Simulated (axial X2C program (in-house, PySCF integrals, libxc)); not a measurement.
## SnCl⁻: from the spin-free to the two-component result

Computed with an axial X2C code built on PySCF integrals. Spin-free means the one-electron spin-free X2C Hamiltonian; two-component (2c) means X2C with spin–orbit coupling and atomic mean-field two-electron Coulomb and Gaunt terms, so the difference of the two also holds small scalar two-electron terms. Basis: Sn dyall-acv3z [12s13p10d5f1g], Cl dyall-av3z [9s8p3d2f] (cores contracted in-house); Gaussian nuclei, density fitting, unrestricted open shells. Masses: Sn 119.902 u, Cl 34.969 u.

Spin-free state: M_S = 1, Λ = 0 (beyond evenly filled blocks: π+α, π-α); fragments Sn + Cl-.

```
  level  Re (Å)  ωe (cm⁻¹)  De (eV)  μ (D)
   PBE0   2.532      250.2    1.889  -1.92
     HF   2.582      228.6    1.453  -2.55
    MP2   2.554      247.0    1.770    n/a
   CCSD   2.562      242.8    1.751    n/a
CCSD(T)   2.562      244.3    1.775    n/a
  B97-3   2.565      236.7    1.717  -2.18
```

Correlated methods: 12 electrons correlated (number of frozen shells: Sn 4 s, 3 p, 2 d; Cl 2 s, 1 p), 288 virtual spin orbitals or spinors in MP2, 89 natural virtuals in coupled cluster.

Dipoles are positive if Cl is the positive end and refer to the centre of mass.

Two-component determinant lowest at the distance of the search:

Ω = 1 (⟨Sz⟩ = 1.00, ⟨Lz⟩ = 0.00 at HF); fragments Sn + Cl-.

```
  level  Re (Å)  ωe (cm⁻¹)  μ (D)
   PBE0   2.534      248.7  -1.93
     HF   2.585      226.5  -2.58
    MP2   2.556      245.6    n/a
   CCSD   2.564      241.3    n/a
CCSD(T)   2.564      242.8    n/a
  B97-3   2.568      234.9  -2.19
```

Question: From the two tables, how do the constants change at the CCSD(T) level (2c against spin-free)?

Answer: At the CCSD(T) level Re goes up by 0.002 Å and ωe drops by 1.5 cm⁻¹.

One determinant describes the state; a PBE0 search over occupations chose it and may have missed a lower one. Dissociation energies refer to the lowest single-determinant-based atoms at the same level and basis. De is not given where an atomic determinant may have missed its ground term or J level, or where the truncated virtual space spoils (T). Density functionals use the spin component along the axis (collinear). Coupled cluster ran in a truncated set of natural virtual spinors; the MP2 energy of the rest was added. (T) has no such correction and the atoms are truncated less, which lowers De at CCSD(T) by a hundredth of an eV or more. Other states lie close and PBE0, whose exact exchange favours high spin, may order them wrongly; the determinant shown need not be the ground state. The nearest other spin-free determinant of the search, M_S = 0, Λ = 2, lies 0.64 eV up at the distance of the search. The functionals have no current-density term, which raises determinants with orbital currents, atoms included. With several unpaired electrons one determinant need not be a pure state. Open-shell Ω = 0 determinants with evenly filled partner blocks cannot be reached by this program, so the Ω shown need not be the lowest component. This is the Ω = 1 component of a π² triplet; the 0⁺ component is not one determinant and can lie lowest. The highest occupied level of some functionals is positive through self-interaction error; at Hartree–Fock it is bound. With the outer-core shells frozen, correlated bond lengths of heavy atoms tend to come out a few hundredths of an ångström too long. Hartree–Fock gets electron affinities wrong, so its lowest charge split need not be the true one.
